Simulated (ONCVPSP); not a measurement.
**aluminium: one change to an ONCV potential, before and after**

ONCVPSP 4.0.1 input, shortened (lines: element, Z, core and valence counts, functional; n l f; lmax; l rc ep ncon nbas qcut; lloc lpopt rc5 dvloc0; l nproj debl; icmod fcfact rcfact), PBEsol, scalar-relativistic:

```
  Al 13.00    3    2  -116133      upf
    1    0    2.00
    2    0    2.00
    2    1    6.00
    3    0    2.00
    3    1    1.00
    1
    0    1.95    0.00    4    9    3.10
    1    2.95    0.00    4    9    2.80
    0    5    1.95    0.00
    0    0    3.00
    1    1    1.00
    3    3.50    1.45
```

Change: all radii but the core radius scaled by about 1.09 (s 2.12, p 3.20 bohr).

Cutoffs: the cutoffs (Ha) at which the residual kinetic energy of the hardest occupied pseudo-wave falls to 1 and 0.1 mHa per electron; they do not see the model core or the augmentation charge, which bear on the density cutoff. Errors are all-electron minus pseudo energies relative to the spin-unpolarised reference configuration.

How do hardness, ghosts and transferability respond?

The potential gets softer (5.6 Ha and 38 Ha → 5.0 Ha and 31 Ha); the errors of the 4 common tests hardly move; neither file shows a bound ghost. A larger radius leaves more room for a smooth pseudo-wave, so fewer plane waves are needed.

```tsv
quantity	base	changed
cutoff, loose	5.6 Ha	5.0 Ha
cutoff, tight	38 Ha	31 Ha
loose cutoff by channel	s 5.6 Ha, p 2.1 Ha	s 5.0 Ha, p 2.1 Ha
bound ghosts	none	none
GHOST(+) flags under 300 eV	none	none
error for 3s2 3p0, meV [ΔE 5.74 eV]	+1.0	+1.2
error for 3s1 3p0, meV [ΔE 24.91 eV]	-29	-30
error for 3s2 3p0.5, meV [ΔE 2.07 eV]	+0.4	+0.5
error for 3s1 3p1, meV [ΔE 11.53 eV]	-3.0	-3.1
rms error of d²Exc/dni dnj with the model core, mHa	1.25	1.30
```
